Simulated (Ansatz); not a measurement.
ZnI, SMILES [Zn+][I], charge +1.

Geometry: B3LYP-D3(BJ)/def2-TZVP. The spin state was assumed, not searched. The def2 effective core potentials stand for the cores of I; spin–orbit coupling is left out.

Two levels are set side by side: PBE/def2-TZVPD (Ansatz, a first-principles code) and ωB97X-V/def2-TZVPD (Ansatz). Energy differences of separate SCF runs at the same geometry; the states with an electron removed or added have multiplicity 2 and 2. Differences are taken from unrounded values.

```
quantity                           ωB97X-V
---------------------------------  -------
vertical ionisation energy (eV)      15.40
vertical electron affinity (eV)       8.24
vertical singlet–triplet gap (eV)     1.57
```

**Question.** What does PBE give, and how far is it from ωB97X-V? (The exact figures need the calculation; the answer reports its results.)

**Answer.** 
```tsv
quantity	PBE	PBE minus ωB97X-V
vertical ionisation energy (eV)	15.64	0.24
vertical electron affinity (eV)	8.24	0.01
vertical singlet–triplet gap (eV)	1.57	0.01
```

On these quantities the two levels nearly agree.
